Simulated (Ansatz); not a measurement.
`[BH2][GeH2][PH2]`. Charge 0, multiplicity 1. Correlated methods include outer-core shells of Ge, which these sets cover unevenly. Scalar relativity is left out up to krypton.

```tsv
atom	x (Å)	y (Å)	z (Å)
B1	-1.116	1.370	-0.217
Ge2	0.419	0.265	0.571
P3	0.849	-1.375	-1.049
H4	-0.893	2.221	-1.024
H5	-2.251	1.128	0.065
H6	0.105	-0.396	1.927
H7	1.740	1.046	0.707
H8	1.535	-2.217	-0.134
H9	-0.389	-2.043	-0.846
```

**Question.** Give the diagnostics of a CCSD(T)/def2-TZVPP run (frozen core, the Gaussian-basis code of Ansatz). (An estimate is asked.)

**Answer.** Ansatz gave: T1 = 0.0128, largest single amplitude 0.023, largest double 0.027, (T) share of the correlation energy 3.6 %, 10 CCSD cycles. The RHF solution is stable towards an unrestricted one. T1 lies under the customary mark of 0.02 for closed shells.
